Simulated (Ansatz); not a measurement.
Cost and result up the ladder for VO₂ (3 atoms). Charge 0, multiplicity 2. Geometry: PBE0-D4/def2-TZVP.

```tsv
atom	x (Å)	y (Å)	z (Å)
V1	0.130	-0.327	-0.437
O2	-1.351	0.233	-0.215
O3	1.221	0.094	0.652
```

Ansatz on 4 threads of Arm Neoverse V2 on a shared host. Times are rough, and most runs start from the orbitals of an earlier one. ωB97M-V/def2-TZVP serves as the yardstick here, not as an exact answer. Differences are given only for rows in sets of like size (and for xTB, whose basis is part of the method), since another set adds its own error. Binding counts from free atoms at the same level (V quartet, O triplet; other spins of the atoms weren't run), without zero-point energy or a counterpoise term.

The 6-31G sets use Cartesian d functions. B3LYP takes the VWN-RPA correlation. Correlated methods freeze 7 core orbitals; core or outer-core shells of V are correlated, in sets that lack core-valence functions. No other spin state of charge 0 was run.

Run but left out: HF/STO-3G, HF/6-31G, MP2/def2-TZVP, CCSD(T)/def2-TZVPP (⟨S²⟩ 1.66 to 2.06, where a pure state has 0.75).

Correlated methods converge slowly with the basis.

```json
{"level": "B3LYP-D4/6-31G", "functions": "47", "wall time": "1.1 s", "binding energy per atom (eV)": "3.77", "difference from ωB97M-V/def2-TZVP (eV)": "–", "remarks": "–"}
{"level": "PBE0-D4/def2-SVP", "functions": "59", "wall time": "1.1 s", "binding energy per atom (eV)": "3.95", "difference from ωB97M-V/def2-TZVP (eV)": "–", "remarks": "–"}
{"level": "B3LYP-D4/def2-TZVP", "functions": "107", "wall time": "2.3 s", "binding energy per atom (eV)": "4.02", "difference from ωB97M-V/def2-TZVP (eV)": "0.19", "remarks": "–"}
{"level": "PBE-QIDH/def2-TZVP", "functions": "107", "wall time": "2.6 s", "binding energy per atom (eV)": "3.89", "difference from ωB97M-V/def2-TZVP (eV)": "0.06", "remarks": "spin-contaminated (⟨S²⟩ 0.83)"}
{"level": "r2SCAN0-D4/def2-TZVP", "functions": "107", "wall time": "4.6 s", "binding energy per atom (eV)": "3.62", "difference from ωB97M-V/def2-TZVP (eV)": "-0.21", "remarks": "–"}
{"level": "B97M-V/def2-TZVP", "functions": "107", "wall time": "8.5 s", "binding energy per atom (eV)": "4.13", "difference from ωB97M-V/def2-TZVP (eV)": "0.30", "remarks": "–"}
{"level": "ωB97M-V/def2-TZVP", "functions": "107", "wall time": "10 s", "binding energy per atom (eV)": "3.83", "difference from ωB97M-V/def2-TZVP (eV)": "0.00", "remarks": "–"}
```
